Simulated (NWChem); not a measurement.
System: HgCl, doublet; SMILES [Cl][Hg]

NWChem input:

```
start job
memory heap 200 mb stack 900 mb global 1100 mb
geometry units angstroms noautoz
  Hg     0.000000     0.000000    -0.372610
  Cl     0.000000     0.000000     2.077352
end
basis spherical
  * library def2-tzvp
end
ecp
  Hg library def2-ecp
end
dft
  odft
  mult 2
  xc bhlyp
  iterations 150
  mulliken
end
task dft energy
```

The geometry was optimised at PBE0/def2-SVP, spin-unrestricted. The spin multiplicity was typed, not searched, and may not be the lowest. No stability test was run on the SCF state. def2 effective core potentials on Hg; no spin-orbit coupling.

### Question
Predict the main results of this run. (BHandHLYP/def2-TZVP with def2 effective core potentials on Hg, spin-unrestricted.) Quantities: energy (Ha); highest occupied level (eV); lowest empty minus highest occupied level, either spin (eV); dipole (D); <S²>.

### Answer
```yaml
energy (Ha): -613.58
highest occupied level (eV): -8.14
lowest empty minus highest occupied level, either spin (eV): 4.43
dipole (D): 3.34
"<S²>": 0.760
```
